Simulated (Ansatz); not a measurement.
Program: Ansatz. Geometries: PBE0-D4/def2-TZVP. ΔE: electronic, gas phase. CBS: MP2 limit from def2 TZ/QZ plus the TZ coupled-cluster correction, frozen cores. This one scheme is used for every species, atoms too. For atomizations the MP2-based limit and the directly extrapolated one differ by several kJ/mol either way, and by 10 to 25 for some Ge, Se and Sn compounds, so smaller differences from it don't rank the levels. DFT in def2-TZVPP. Open shells (•) are unrestricted, without spin–orbit coupling. Spin–orbit coupling would lower the free atoms: a little for B, C, Si. Each species was taken in one conformer, which may not be the lowest.

`BN([SiH3])CC=C` → B• + 3 C• + 10 H• + N• + Si•  (atomization)

CCSD(T)/CBS gives +6065.6 kJ/mol.

Question: Another level gave +6043.6 kJ/mol. Which?
A. B97M-V/def2-TZVPP
B. revPBE-D4/def2-TZVPP
C. CCSD/def2-TZVPP
D. PBE-D4/def2-TZVPP

Answer: B. revPBE-D4 6043.6, CCSD/def2-TZVPP 5846.2, B97M-V 6086.8, PBE-D4 6168.2 kJ/mol.

Largest T1 diagnostic among the species: 0.014.

At CCSD(T), def2-SVP lies −273.4 kJ/mol from the extrapolated value and def2-TZVPP −141.2 kJ/mol: correlation converges slowly with the basis, and small sets miss more of it in the bonded molecule than in its fragments. The D4 term adds +58.9 kJ/mol with B3LYP and +31.5 kJ/mol with PBE0; it sums over pairs of atoms, weighted by their polarisabilities, and B3LYP, whose exchange is more repulsive, gets the larger term. From r2SCAN to r2SCAN0 (25 % exact exchange), in def2-TZVPP and without D4, ΔE moves by −64.4 kJ/mol: exact exchange takes away binding that semilocal exchange gives to molecules.

B3LYP here is the variant with VWN-RPA as its local correlation; programs differ in this.
